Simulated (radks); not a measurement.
Mg0.75+, configuration [He] 2s2 3s2 2p(up 3, down 2.25) (fractional occupations, a model configuration). Calculated with a radial shooting solver on a logarithmic mesh with Libxc functionals: scalar-relativistic Kohn-Sham, PBE, spin-polarised, spherical densities, point nucleus.

Radial electron density D(r) = 4 pi r^2 rho(r):

| r (bohr) | D(r) (e/bohr) | spin D(r) |
|---|---|---|
| 0.01101 | 1.311 | 0.0000363 |
| 0.01241 | 1.610 | 0.0000560 |
| 0.01411 | 1.994 | 0.0000893 |
| 0.01591 | 2.426 | 0.000139 |
| 0.01794 | 2.935 | 0.000215 |
| 0.02022 | 3.528 | 0.000334 |
| 0.0228 | 4.213 | 0.000519 |
| 0.02571 | 4.991 | 0.000803 |
| 0.02922 | 5.923 | 0.00128 |
| 0.03294 | 6.882 | 0.00197 |
| 0.03714 | 7.908 | 0.00301 |
| 0.04188 | 8.973 | 0.00459 |
| 0.04722 | 10.04 | 0.00696 |
| 0.05324 | 11.06 | 0.0105 |
| 0.06003 | 11.97 | 0.0156 |
| 0.06822 | 12.74 | 0.0238 |
| 0.07692 | 13.21 | 0.0348 |
| 0.08673 | 13.37 | 0.0504 |
| 0.09779 | 13.19 | 0.0721 |
| 0.1103 | 12.67 | 0.102 |
| 0.1243 | 11.83 | 0.141 |
| 0.1413 | 10.70 | 0.197 |
| 0.1593 | 9.553 | 0.264 |
| 0.1796 | 8.490 | 0.346 |
| 0.2025 | 7.677 | 0.444 |
| 0.2283 | 7.245 | 0.557 |
| 0.2574 | 7.264 | 0.680 |
| 0.2926 | 7.759 | 0.814 |
| 0.3299 | 8.542 | 0.931 |
| 0.372 | 9.431 | 1.03 |
| 0.4194 | 10.19 | 1.09 |
| 0.4729 | 10.60 | 1.10 |
| 0.5331 | 10.49 | 1.06 |
| 0.6059 | 9.767 | 0.966 |
| 0.6832 | 8.580 | 0.835 |
| 0.7703 | 7.069 | 0.679 |
| 0.8685 | 5.454 | 0.518 |
| 0.9792 | 3.950 | 0.369 |
| 1.104 | 2.721 | 0.244 |
| 1.245 | 1.847 | 0.151 |
| 1.415 | 1.294 | 0.0845 |
| 1.595 | 1.055 | 0.0465 |
| 1.799 | 0.9821 | 0.0242 |
| 2.028 | 0.9690 | 0.0114 |
| 2.287 | 0.9357 | 0.00376 |
| 2.578 | 0.8427 | -0.000827 |
| 2.93 | 0.6790 | -0.00345 |
| 3.304 | 0.4964 | -0.00423 |
| 3.725 | 0.3238 | -0.00384 |
| 4.2 | 0.1876 | -0.00287 |
| 4.735 | 0.09565 | -0.00183 |
| 5.339 | 0.04229 | -0.000986 |
| 6.068 | 0.01481 | -0.000419 |
| 6.842 | 0.004586 | -0.000152 |
| 7.714 | 0.001162 | -0.0000447 |
| 8.697 | 0.0002362 | -0.0000104 |

D(r) has 2 maxima, at r = 0.0867, 0.492 bohr, and minima at 0.241 bohr, inside which lie 2.21 electrons.
